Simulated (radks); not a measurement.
Q: Coherent X-ray form factor from a spherical all-electron density. All-electron calculation, scalar-relativistic Kohn-Sham, PBE, spin-polarised, spherical densities, finite nucleus; Fermi nuclear charge, rms radius of each element as measured or else 0.836 A^(1/3) + 0.57 fm. Program: a radial shooting solver on a logarithmic mesh with Libxc functionals.

| sin(theta)/lambda (1/angstrom) | f0 (electrons) |
|---|---|
| 0.05 | 53.874 |
| 0.1 | 51.178 |
| 0.15 | 47.930 |
| 0.2 | 44.622 |
| 0.25 | 41.472 |
| 0.3 | 38.608 |
| 0.4 | 33.818 |
| 0.5 | 29.945 |
| 0.6 | 26.650 |
| 0.8 | 21.542 |
| 1 | 18.207 |
| 1.25 | 15.432 |
| 1.5 | 13.140 |
| 2 | 9.187 |

The species is in the configuration that NIST lists as its ground one. Which atom or ion scatters so?

A: The barium ion Ba+, [Xe] 6s1. Extrapolating in s^2 from the first two rows gives f0(0) = 54.8, near the electron count 55; among species with that count, the fall with angle is slower the higher Z, and the table is that of Z = 56; from so few rows the species is fixed only to a neighbour or two.
